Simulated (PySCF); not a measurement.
## How methods differ on the ionisation energy of Fe⁺

Fe⁺ [Ar] 3d6 4s1 (6D) → Fe²⁺ [Ar] 3d6 (5D), as a difference of total energies. Calculation: PySCF 2.14, in cc-pVTZ; the non-relativistic Hamiltonian (point nucleus). Correlated levels: valence: [Ar] frozen. The calculations carry no spin-orbit coupling.

```tsv
method	ionisation energy (eV)	difference from reference (eV)
UHF	15.114	-1.085
PBE0	16.309	+0.110
PBE	16.643	+0.444
MP2 (valence)	15.669	-0.530
SCS-MP2 (valence)	15.429	-0.770
```

Reference: 16.199 eV (measured; NIST Atomic Spectra Database, ionization energies).

These non-relativistic numbers lack the scalar-relativistic shift.

The reference lies between the lowest fine-structure levels, while these numbers refer to the centres of the terms.

Errors of the correlated levels include the incompleteness of this basis and the frozen core.
